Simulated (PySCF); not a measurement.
Basis and Hamiltonian dependence of the excitation energy of Sc

Sc [Ar] 3d1 4s2 (2D) → Sc [Ar] 3d2 4s1 (4F). Calculated with PySCF 2.14 from differences of total energies of unrestricted determinants, without spin-orbit coupling. Values in eV.

```csv
basis,Hamiltonian,functions,UHF,PBE0,MP2 (valence),CCSD(T) (valence),CCSD(T) (valence and next inner shell)
Sapporo-DKH3-DZP-2012,spin-free X2C,43,1.124,0.725,1.527,n/a,n/a
ANO-RCC-VTZP,spin-free X2C,59,1.113,0.734,1.523,1.738,1.599
x2c-TZVPPall,spin-free X2C,64,1.118,0.712,1.556,1.708,1.687
def2-TZVPPD,non-relativistic,67,0.999,n/a,1.439,1.592,1.570
aug-cc-pVTZ,non-relativistic,93,0.990,0.595,1.431,1.582,n/a
def2-QZVPPD,non-relativistic,93,0.991,0.591,1.428,1.576,1.440
aug-cc-pVTZ-DK,spin-free X2C,93,1.110,n/a,1.550,1.699,n/a
x2c-QZVPPall,spin-free X2C,96,1.111,0.704,1.548,1.693,1.564
dyall-av2z,non-relativistic,101,1.028,0.618,1.457,1.628,n/a
"aug-cc-pVTZ with one added diffuse shell each of s, p, d, f, g type",non-relativistic,118,0.990,0.595,1.431,n/a,n/a
aug-cc-pwCVTZ,non-relativistic,127,0.987,0.594,1.422,n/a,n/a
aug-cc-pwCVTZ-DK,spin-free X2C,127,1.107,0.710,1.542,n/a,n/a
aug-cc-pVQZ-DK,spin-free X2C,140,1.104,0.708,1.547,n/a,n/a
```

Estimate the row for aug-cc-pVDZ-DK (spin-free X2C, 59 functions).

From the rows with the same Hamiltonian and similar size; the calculation gives UHF 1.12; PBE0 0.71; MP2 (valence) 1.53; CCSD(T) (valence) 1.70 (eV).

Frozen in the all-electron rows: valence: [Ar]; valence and next inner shell: [Ne].

Non-relativistic rows lack the scalar-relativistic shift.

Reference for a calculation without spin-orbit coupling: 1.427 eV (measured, between term centres; NIST).
